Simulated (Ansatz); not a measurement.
Total energies of CH4AlFS.

Cartesian coordinates in Å:
```
F 0.7946 1.7360 -1.9712
C 0.4161 -0.2828 0.2980
Al -0.3129 0.9390 -1.0420
S -0.9386 -1.0397 1.2173
H 1.0794 0.2787 0.9626
H -1.8373 1.2232 -1.3073
H 1.0208 -1.0408 -0.2089
H -0.2221 -1.8137 2.0514
```

Charge 0, multiplicity 1. The bonds changed during the relaxation, so this is another structure than the one it started from. All single points use the PBE0-D4/def2-TZVP geometry. It is one conformer, not always the lowest. Basis def2-TZVPP, Ansatz 0.2.0.

RPA on PBE orbitals: Hartree–Fock energy of these orbitals -779.18943 Eh, correlation -1.12111 Eh (frozen core).

| functional | kind | energy without D4 (Eh) | D4 term (kJ/mol) |
| --- | --- | --- | --- |
| PBE | GGA | -780.66422 | -14.4 |
| ωB97X-V | range-separated hybrid GGA with VV10 | -780.98274 | – |

Task: Give the same for LDA (SPW92), revPBE, BLYP, r2SCAN, B97M-V, PBE0, B3LYP, r2SCANh, r2SCAN0, HSE06 (plane-wave form), BHLYP, CAM-B3LYP, LC-ωPBE, ωB97M-V, B2PLYP, PBE-QIDH. (Estimate.)

Result: Ansatz gave: 
| functional | kind | energy without D4 (Eh) | D4 term (kJ/mol) |
| --- | --- | --- | --- |
| LDA (SPW92) | LDA | -777.67880 | – |
| revPBE | GGA | -780.95256 | -42.0 |
| BLYP | GGA | -781.09834 | -31.7 |
| r2SCAN | meta-GGA | -781.00680 | -3.4 |
| B97M-V | meta-GGA with VV10 | -780.93498 | – |
| PBE0 | global hybrid, 25 % exact exchange | -780.72748 | -12.2 |
| B3LYP | global hybrid, 20 % | -781.17390 | -23.5 |
| r2SCANh | meta-GGA hybrid, 10 % | -780.99627 | -3.6 |
| r2SCAN0 | meta-GGA hybrid, 25 % | -780.98141 | -4.0 |
| HSE06 (plane-wave form) | screened hybrid | -780.70735 | -11.4 |
| BHLYP | global hybrid, 50 % | -781.06726 | -19.0 |
| CAM-B3LYP | range-separated hybrid | -781.09999 | -12.5 |
| LC-ωPBE | long-range corrected hybrid | -780.85340 | – |
| ωB97M-V | range-separated hybrid meta-GGA with VV10 | -781.04132 | – |
| B2PLYP | double hybrid | -780.79554 | – |
| PBE-QIDH | double hybrid | -780.53915 | – |

B3LYP takes the VWN-RPA correlation (the form of Gaussian; ORCA's B3LYP/G). HSE06 is the plane-wave form, built on full-range PBE exchange. The double hybrids freeze the cores in their second-order part.

LC-ωPBE has ω = 0.4 bohr⁻¹.
